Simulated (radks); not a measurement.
The numbers below are computed, except where a source is named.
Neutral boron inside a hard spherical wall (all orbitals vanish at R), configuration held at [He] 2s2 2p1 and not refilled when levels cross. Level of theory: scalar-relativistic Kohn-Sham, LDA (Slater exchange, VWN5 correlation), spin-polarised, spherical densities, point nucleus; open shells are filled with parallel spins first (a radial shooting solver on a logarithmic mesh with Libxc functionals). Eigenvalues in eV for spin up, with the zero of energy where the potential of the charges vanishes at infinity; a dash marks a level that is unbound or too diffuse for the functional's potential to be trusted. A positive occupied level is held by the wall or, in an anion where self-interaction has pushed it up, behind a barrier. The pressure on the wall is -dE/dV.

R (bohr),E (hartree),kinetic (hartree),e(1s),e(2s),e(2p),"e(3s, empty)","e(3p, empty)",pressure (GPa)
free,-24.36103,24.194,-178.65,-9.812,-4.103,-0.163,-,0
20,-24.36103,24.194,-178.65,-9.812,-4.103,-0.125,0.436,< 0.0001
15,-24.36103,24.194,-178.65,-9.812,-4.103,-0.010,0.758,< 0.0001
12,-24.36102,24.194,-178.65,-9.811,-4.101,0.243,1.258,0.000164
10,-24.36094,24.194,-178.63,-9.802,-4.091,0.702,1.999,0.00229
8,-24.36016,24.201,-178.54,-9.745,-4.021,1.934,3.676,0.0373
7,-24.35816,24.215,-178.36,-9.641,-3.888,3.322,5.356,0.166
5,-24.32520,24.391,-176.70,-8.618,-2.614,11.432,13.864,4.42
3.5,-24.08261,25.295,-170.58,-4.010,2.587,36.215,36.536,76.0
3,-23.78375,26.187,-165.81,0.570,7.265,57.126,54.371,224
2,-21.45808,31.646,-145.47,30.974,33.396,172.71,145.72,3040
